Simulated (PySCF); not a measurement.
CH4OSSi, SMILES O=C[SiH2]S (CAM-B3LYP/def2-SVP optimised geometry):

```
8

O      1.543     0.333    -0.004
C      0.911    -0.695     0.000
Si    -1.026    -0.695     0.000
S     -1.543     1.371     0.000
H      1.456    -1.676     0.004
H     -1.490    -1.435     1.204
H     -1.489    -1.435    -1.204
H     -0.219     1.676    -0.007
```

Level of theory: CAM-B3LYP/def2-TZVP run with PySCF.

### Question
What are the frontier orbital energies and the dipole moment?

### Answer
HOMO-2 -10.97 eV, HOMO-1 -8.94 eV, HOMO -8.92 eV, LUMO -0.66 eV, LUMO+1 0.78 eV; dipole moment 2.26 D.

Meta-Löwdin charges at CAM-B3LYP/def2-TZVP: O1 -0.36, C2 0.08, Si3 0.56, S4 -0.31, H5 0.08, H6 -0.09, H7 -0.09, H8 0.13.
